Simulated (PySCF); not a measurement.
# The first ionisation energy along the 5d series

All values are computed (PySCF 2.14, energy differences of UHF-based or UKS calculations, no spin-orbit coupling). Values in eV. The last column holds reference values (NIST; (s) semi-empirical, (t) theoretical, else measured). Unmarked ones compare directly (S terms, centres of terms, or small fine structure); those marked * lie between the lowest fine-structure levels and include a spin-orbit shift.

```
                                 element                           configurations    UHF  MP2 (valence)  SCS-MP2 (valence)  CCSD(T) (valence)  CCSD (valence and next inner shell)     PBE  reference
Hf (aug-cc-pwCVDZ-PP with ECP60MDF, ECP)    [Xe] 4f14 5d2 6s2 → [Xe] 4f14 5d1 6s2    n/a            n/a                n/a                n/a                                  n/a     n/a      6.712
Ta (aug-cc-pwCVDZ-PP with ECP60MDF, ECP)    [Xe] 4f14 5d3 6s2 → [Xe] 4f14 5d3 6s1  5.736          6.854              7.077              7.192                                7.172   7.235      7.573
 W (aug-cc-pwCVDZ-PP with ECP60MDF, ECP)    [Xe] 4f14 5d4 6s2 → [Xe] 4f14 5d4 6s1  5.888          7.127              7.376              7.430                                7.383   7.498      7.825
Re (aug-cc-pwCVDZ-PP with ECP60MDF, ECP)    [Xe] 4f14 5d5 6s2 → [Xe] 4f14 5d5 6s1  5.926          7.247              7.516              7.438                                7.416   7.568      7.834
Ir (aug-cc-pwCVDZ-PP with ECP60MDF, ECP)    [Xe] 4f14 5d7 6s2 → [Xe] 4f14 5d7 6s1  7.031          8.596              8.748              8.647                                8.620   8.920      8.926
Pt (aug-cc-pwCVDZ-PP with ECP60MDF, ECP)        [Xe] 4f14 5d9 6s1 → [Xe] 4f14 5d9  7.569          8.934              8.730              8.762                                8.822   9.353    8.959 *
Au (aug-cc-pwCVDZ-PP with ECP60MDF, ECP)      [Xe] 4f14 5d10 6s1 → [Xe] 4f14 5d10  7.681          9.109              8.928              8.960                                8.989   9.536      9.226
Hg (aug-cc-pwCVDZ-PP with ECP60MDF, ECP)  [Xe] 4f14 5d10 6s2 → [Xe] 4f14 5d10 6s1  8.492         10.313             10.252             10.154                               10.126  10.444     10.438
```

Task: Fill in the row of Os (aug-cc-pwCVDZ-PP with ECP60MDF, ECP) ([Xe] 4f14 5d6 6s2 → [Xe] 4f14 5d6 6s1).

Result: UHF 6.517; MP2 (valence) 7.972; SCS-MP2 (valence) 8.185; CCSD(T) (valence) 8.092; CCSD (valence and next inner shell) 8.064; PBE 8.327; reference 8.473 (eV).

"Valence" correlates the outer s and p shells and, in groups 3 to 12 and the f block, the outer d or f shell, open or full, or the next shell where the ion has no valence electron left; the wider scheme adds the next inner shell.
